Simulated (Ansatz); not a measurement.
Reaction (redistribution): `[CH3][AlH][N]=C=O` + `[SiH3][SiH2]OBCl` → `[CH3][AlH][O][SiH2][SiH3]` + `O=C=NBCl`

Computed with Ansatz on PBE0-D4/def2-TZVP structures; ΔE is electronic, products minus reactants. CBS: MP2 limit from def2 TZ/QZ plus the TZ coupled-cluster correction, frozen cores. Functionals use def2-TZVPP. One conformer a species, not always the lowest.

`[CH3][AlH][N]=C=O`:

```xyz
9

C    -0.235    1.068    1.279
Al   -0.781   -0.319    0.041
N     0.402   -0.875   -1.163
C     1.183   -1.263   -1.979
O     1.949   -1.640   -2.775
H    -1.059    1.418    1.906
H     0.556    0.702    1.942
H     0.179    1.929    0.746
H    -2.195   -1.021    0.001
```

`[SiH3][SiH2]OBCl`:

```xyz
11

Si    1.347   -1.041   -0.451
Si    0.107    0.030    1.227
O    -1.163    0.917    0.606
B    -1.591    1.126   -0.642
Cl   -2.998    2.142   -0.909
H     2.444   -1.799    0.210
H     0.495   -1.991   -1.215
H     1.939   -0.050   -1.388
H     0.957    0.975    1.994
H    -0.479   -0.959    2.168
H    -1.056    0.649   -1.600
```

`[CH3][AlH][O][SiH2][SiH3]`:

```xyz
14

C     0.971    0.084    2.130
Al    1.083   -1.478    0.980
O     0.330   -1.421   -0.537
Si   -0.534   -0.726   -1.729
Si   -1.148    1.470   -1.166
H     1.488   -0.061    3.082
H     1.406    0.962    1.642
H    -0.072    0.336    2.350
H     1.826   -2.827    1.335
H     0.266   -0.703   -2.986
H    -1.765   -1.525   -1.993
H    -1.976    1.486    0.073
H     0.059    2.308   -0.918
H    -1.936    2.097   -2.263
```

`O=C=NBCl`:

```xyz
6

O     0.322   -0.398    2.578
C     0.056   -0.353    1.452
N    -0.281   -0.375    0.299
B    -0.182    0.101   -1.019
Cl    0.948    1.375   -1.429
H    -0.863   -0.350   -1.881
```

```tsv
level	ΔE (kJ/mol)
B2PLYP	19.5
MP2/CBS(def2)	18.7
```

What does CCSD(T)/CBS give? (Estimate.)

Ansatz gave: +20.7 kJ/mol. The listed levels differ from it by -1.2, -2.0 kJ/mol.

Largest T1 diagnostic among the species: 0.016.

From PBE to PBE0 (25 % exact exchange), in def2-TZVPP and without D4, ΔE moves by +3.6 kJ/mol. The D4 term adds −3.7 kJ/mol with B3LYP and −2.3 kJ/mol with PBE0; it sums over pairs of atoms, weighted by their polarisabilities, and B3LYP, whose exchange is more repulsive, gets the larger term. In def2-TZVPP, CCSD(T) changes the Hartree–Fock value by −7.4 kJ/mol (the triples alone add −1.6 kJ/mol) and MP2 by −9.4 kJ/mol.

B3LYP here is the variant with VWN-RPA as its local correlation; programs differ in this.
